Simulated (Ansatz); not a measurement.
CH7NOSi, SMILES `C[SiH](N)O`, relaxed with RKS PBE-D4/def2-SVP in the Gaussian-basis code of Ansatz from a rough embedded geometry. The force threshold is 0.03 eV/Å; the program also tests the step.

Charge 0, multiplicity 1.

Start:

```xyz
11

C    -0.452   -1.057   -0.899
Si   -0.177    0.007    0.490
N     0.434    1.478    0.002
O     1.019   -0.422    1.526
H    -0.804   -2.087   -0.609
H    -1.183   -0.694   -1.656
H     0.479   -1.250   -1.505
H    -1.403    0.328    1.206
H     0.505    2.105    0.814
H    -0.291    2.000   -0.564
H     1.874   -0.406    1.195
```

Q: By how much does the energy fall, and how many steps does the optimiser take? (Estimate.)

A: The calculation gave: 76.56 kJ/mol, in 10 steps, 1 of them rejected.

Q: Which bonds change most? (Best estimate.)

A: Ansatz gave: C1–Si2 from 1.771 to 1.883 Å; Si2–N3 from 1.666 to 1.744 Å; O4–H11 from 0.918 to 0.974 Å; Si2–H8 from 1.455 to 1.505 Å.

Q: Give the relaxed structure. (Estimate.)

A: Ansatz gave: 
```xyz
11

C    -0.469   -1.031   -0.945
Si   -0.183    0.023    0.588
N     0.355    1.582    0.020
O     0.974   -0.607    1.640
H    -0.702   -2.076   -0.657
H    -1.325   -0.649   -1.540
H     0.425   -1.048   -1.603
H    -1.418    0.027    1.447
H     0.383    2.379    0.660
H     0.078    1.890   -0.915
H     1.882   -0.488    1.306
```
